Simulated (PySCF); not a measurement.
# Gas-phase thermal properties of AlBr

Method: PySCF energies (xtb for GFN2) plus ideal-gas RRHO corrections (1 bar). The comparison is the NASA 1993 polynomial table, which mixes measured and estimated data. 6-31G* has spherical d functions here. All species are closed-shell singlets. B3LYP is the form with VWN-RPA correlation. Br: all electrons, no relativistic terms. The harmonic model lacks anharmonicity and excited electronic states, which grow with temperature; levels with a mode under 35 cm⁻¹ are left out. The table's entry may be an old estimate for AlBr (not checked at source).

```csv
level,point group,σ,ZPE (kJ/mol),S°298 (J/mol/K),Cp298 (J/mol/K),S°1000 (J/mol/K),H1000 − H298 (kJ/mol)
table,-,-,-,239.6,35.6,284.3,26.0
B3LYP/6-31G*,C∞v,1,2.2,240.1,35.6,284.5,25.9
GFN2-xTB,C∞v,1,2.6,238.4,34.9,282.4,25.7
HF/6-31G*,C∞v,1,2.2,239.9,35.5,284.2,25.8
PBE/def2-SVP,C∞v,1,2.2,239.9,35.5,284.2,25.8
PBE0/def2-TZVP,C∞v,1,2.2,239.8,35.5,284.1,25.8
```
σ: rotational symmetry number. Electronic degeneracy used: 1. Frequencies are unscaled.
